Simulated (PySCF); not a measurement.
Input of a run (PBE0-D3(BJ)/def2-SVP geometry optimisation, gas phase, def2 core potentials past Kr (PySCF 2.14.0)), started from GFN2-xTB:
```
{"job": {"xc": "PBE0", "basis": "def2-SVP", "d3": "d3bj", "grid": 1, "maxiter": 30, "shake": 0.01, "kind": "geom"}, "charge": 0, "multiplicity": 1}
F      2.646160    -1.666690     0.597220
P      1.654840    -0.358020     0.817720
F      2.859630     0.683960     0.521970
Te     0.569850    -0.315400    -1.375720
Si    -1.614600     0.315390    -0.260060
H     -1.557440     1.684850     0.281850
H     -1.915550    -0.605020     0.834920
H     -2.587750     0.241780    -1.314890
```

Output (energies in Eh, forces in Eh/bohr):
```
step   0  E = -1099.63412821  max force = 0.030460
step   1  E = -1099.63806469  max force = 0.003429
step   2  E = -1099.63819760  max force = 0.000851
step   3  E = -1099.63821536  max force = 0.000324
step   4  E = -1099.63823017  max force = 0.000454
step   5  E = -1099.63826162  max force = 0.001782
step   6  E = -1099.63824035  max force = 0.003708
step   7  E = -1099.63829507  max force = 0.002433
step   8  E = -1099.63833156  max force = 0.000926
step   9  E = -1099.63830463  max force = 0.000731
step  10  E = -1099.63830875  max force = 0.000581
step  11  E = -1099.63829824  max force = 0.000552
step  12  E = -1099.63827967  max force = 0.000616
step  13  E = -1099.63828892  max force = 0.000613
step  14  E = -1099.63829426  max force = 0.000240
step  15  E = -1099.63829451  max force = 0.000149
step  16  E = -1099.63829496  max force = 0.000132
optimisation converged
```

Question: Summarise the run.

Answer: The energy falls by 2.6 kcal/mol over 17 energy and gradient evaluations, the largest force component goes from 0.0305 to 1.3e-04 Eh/bohr, and the atoms move by 0.228 Å rms after alignment. The bond that changes most is P2–Te4 (ends: three-coordinate phosphorus; tellurium bonded to P and Si), which lengthens by 0.059 Å. Bonds longer at the end by more than 0.005 Å: 4 of 7; shorter: 3. Among the angles that change most is F1–P2–F3, from 92.2° to 96.4°. Among the dihedrals that turn most is P2–Te4–Si5–H7, from -51° to -70°. The energy rose by more than 1e-6 Eh at steps 6, 9, 11 and 12. The first step brought 94 % of the lowering.

Question: What are the final bond lengths?

Answer: F1–P2 1.610 Å, P2–F3 1.610 Å, P2–Te4 2.507 Å, Te4–Si5 2.511 Å, Si5–H6 1.492 Å, Si5–H7 1.492 Å, Si5–H8 1.491 Å. Numbering counts from 1 in the input's order; the species is SiH3TePF2 (`FP(F)[Te][SiH3]`).

The run used 105 basis functions and 104 SCF cycles in all. Time: 86 s; peak memory 0.44 GiB. Hardware: Arm Neoverse V1, one thread, shared host with 32 logical CPUs at a one-minute load of 19.

Whether it is a minimum is left open (no frequencies). One conformer, not necessarily the lowest.
